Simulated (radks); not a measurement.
Initial-state core-level shifts of the niobium ion Nb3+ when its valence configuration changes from [Kr] 4d2. Calculated with a radial shooting solver on a logarithmic mesh with Libxc functionals: scalar-relativistic Kohn-Sham, LDA (Slater exchange, Perdew-Wang correlation), spin-unpolarised, spherical densities, finite nucleus; Fermi nuclear charge, rms radius 4.324 fm. Shifts are changes of the shell-averaged eigenvalues in eV (positive: less bound); the change of the density at the nucleus, which sets a Mossbauer isomer shift, is in e/bohr^3, on a base of 8.369e+04.

valence,1s,2p,3p,4p,density at nucleus
4d1 5s1,-4.711,-5.047,-4.861,-3.923,+24.932
5p2,-11.859,-12.588,-12.184,-9.911,+7.595
4d1 5p1,-5.796,-6.134,-5.963,-4.939,+3.480
4d1.5 5s0.5,-2.321,-2.485,-2.398,-1.950,+12.106
4d1 5s0.5 5p0.5,-5.255,-5.593,-5.414,-4.433,+14.236
5s1 5p1,-10.805,-11.526,-11.110,-8.942,+30.699
5s2,-9.735,-10.449,-10.020,-7.955,+53.323
4d1.5 5p0.5,-2.869,-3.033,-2.954,-2.467,+1.665
